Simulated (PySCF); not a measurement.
Scalar relativity in Mg⁺ (magnesium, charge +1)

[Ne] 3s1, 2S determinant; UHF calculated with PySCF 2.14 in dyall-av3z, once non-relativistic with a point nucleus and once with spin-free X2C-1e and a Gaussian nucleus.

| shell | ε non-rel. (eV) | rms r non-rel. (bohr, spins averaged) |
| --- | --- | --- |
| 1s α | -1343.2 | 0.1515 |
| 1s β | -1342.9 | 0.1515 |
| 2s α | -111.41 | 0.7557 |
| 2s β | -110.94 | 0.7557 |
| 2p α | -70.914 | 0.7711 |
| 2p β | -70.743 | 0.7711 |
| 3s α | -14.738 | 3.041 |

(1) How does scalar relativity move these shells?

The total energy goes from -199.3717 to -199.6786 hartree.

Ionisation energy, Mg⁺ [Ne] 3s1 (2S) → Mg²⁺ [Ne] (1S) (eV):

```
method  non-relativistic  spin-free X2C  shift
   UHF            14.724         14.745  0.022
   LDA            15.352         15.376  0.024
   PBE            15.337         15.360  0.024
  PBE0            15.232         15.255  0.023
r2SCAN            15.020         15.043  0.023
```

Relativity contracts and stabilises s shells directly. The contracted s shells screen the nucleus better, so for spin-averaged p shells the direct and indirect effects partly cancel.

Results:

(1) 1s α: ε -1345.5 eV, radius -0.29 %; 1s β: ε -1345.3 eV, radius -0.29 %; 2s α: ε -111.75 eV, radius -0.23 %; 2s β: ε -111.27 eV, radius -0.23 %; 2p α: ε -70.880 eV, radius -0.04 %; 2p β: ε -70.709 eV, radius -0.04 %; 3s α: ε -14.760 eV, radius -0.15 %.
